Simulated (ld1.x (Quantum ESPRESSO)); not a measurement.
# PBEsol PAW dataset for cobalt, scalar-relativistic all-electron reference.

- Element: cobalt (Co)
- Generator: ld1.x (Quantum ESPRESSO) 7.5
- Type: PAW
- Functional: PBEsol
- Relativity: scalar-relativistic
- Frozen core: [Ar]
- Valence charge: 9
- Reference configuration: 3d7 4s0 4p0 (charge +2)
- Partial waves: 4s (bound, empty): rcut 1.45, rcutus 1.95 bohr; 4s channel at 1.8 Ry: rcut 1.45, rcutus 1.95 bohr; 4p (bound, empty): rcut 1.60, rcutus 2.10 bohr; 4p channel at 0.1 Ry: rcut 1.60, rcutus 2.10 bohr; 3d (bound): rcut 1.10, rcutus 1.50 bohr; 3d channel at -0.5 Ry: rcut 1.10, rcutus 1.50 bohr
- Local potential: all-electron potential smoothed inside 1.15 bohr (lloc = -2)
- Core correction: Bessel-smoothed model core inside 1.40 bohr
- Augmentation charge: PSQ, inside the norm-conserving radii

Q: Estimate the cutoffs (Ry, on a coarse ladder) from which the occupation-weighted sum of valence levels, in a spherical-Bessel basis at the reference potential, stays within 10 and 1 mRy of its value at 400 Ry.

A: 50 Ry and 80 Ry.

Q: Does the potential have ghost states?

A: No extra level below or beside the all-electron valence levels (s, p, d, f tested).

Q: Is the overlap operator S = 1 + Σ q|β⟩⟨β| positive definite (Bessel basis up to 400 Ry)?

A: Yes: its lowest eigenvalue is 0.52 (s channel).

Its largest configuration-test error is -268 meV (3d6 4s0 4p0). Test run stopped at test 5 of 7 (negative rho).
